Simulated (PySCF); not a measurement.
C₂H₉NSi₃, SMILES [SiH3]N[SiH2]C#C[SiH3]. Atoms are numbered in the order given.

```xyz
15

Si     3.4505    -1.1958     0.7374
C      1.9714    -0.3103     0.1010
C      0.9749     0.2840    -0.3310
Si    -0.5400     1.1548    -0.9358
N     -1.9082     0.9793     0.1388
Si    -3.0931    -0.3186     0.1667
H      3.0501    -2.5546     1.2385
H      4.4592    -1.3500    -0.3655
H      4.0635    -0.4133     1.8645
H     -0.9177     0.5634    -2.2613
H     -0.1946     2.6108    -1.0663
H     -1.8797     1.5713     0.9763
H     -2.7859    -1.4044     1.1681
H     -3.1073    -0.9223    -1.2085
H     -4.4514     0.2361     0.5054
```

Geometry optimised at PBE-D3(BJ)/def2-SVP. The structure was generated by enumeration, and PubChem lists no compound with its InChIKey, so it may never have been made. One conformer was computed; it need not be the lowest.

Two levels are set side by side: PBE/pcSseg-1 (PySCF) and HF/pcSseg-1 (PySCF). GIAO shifts against NH3 (¹⁵N), TMS (²⁹Si), TMS (¹H), TMS (¹³C) at the same level; non-relativistic, no solvent, atoms listed together averaged. Differences are taken from unrounded values.

```tsv
quantity	HF	PBE	PBE minus HF
δ(²⁹Si) of Si1 (ppm)	-85.8	-100.4	-14.6
δ(¹³C) of C2 (ppm)	119.4	111.1	-8.3
δ(¹³C) of C3 (ppm)	128.5	124.4	-4.1
δ(²⁹Si) of Si4 (ppm)	-56.6	-59.3	-2.7
δ(¹⁵N) of N5 (ppm)	4.5	19.9	15.4
δ(²⁹Si) of Si6 (ppm)	-48.8	-47.1	1.7
δ(¹H) of H7, H8, H9 (ppm)	4.41	4.73	0.32
δ(¹H) of H10, H11 (ppm)	4.77	5.38	0.61
δ(¹H) of H12 (ppm)	0.39	0.22	-0.17
```

Rough cost on one machine, each run with all the roots and properties that it gave: HF against PBE within a factor of 2.
